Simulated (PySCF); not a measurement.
H3BOS (SMILES OBS), singlet, geometry from GFN2-xTB. Base run: CCSD(T)/aug-cc-pVDZ (PySCF).

Input for PySCF:
```python
from pyscf import gto, scf, cc

mol = gto.M(
    atom='''
B    -0.50925709    0.20412371   -0.61526094
H    -1.25522314   -0.26241408   -1.38164238
O    -0.32606275    1.51631569   -0.63802988
H     0.28104137    1.92771857   -0.01989709
S     0.31777304   -0.92421771    0.52429392
H     1.04460049   -0.02896512    1.19338047
''',
    basis='aug-cc-pvdz',
    verbose=4,
    max_memory=1800,
)

mf = scf.RHF(mol)
mf.kernel()

mycc = cc.CCSD(mf, frozen=7)
mycc.kernel()
et = mycc.ccsd_t()
print('E(CCSD(T)) = %.10f' % (mycc.e_tot + et))
```

The base run was repeated with changes; each row names its change, and settings that it needs were set with it.

```tsv
change	ΔE vs base (mEh)	MP2 correlation (Eh)	CC correlation without the perturbative part (Eh)	basis functions	core-seconds (rough)
base	0.000	-0.42981	-0.45998	100	20
method = mp2	44.737	-0.42981	-	100	2
method = cisd	67.493	-	-	100	7
method = ccsd	14.560	-0.42981	-0.45998	100	10
```
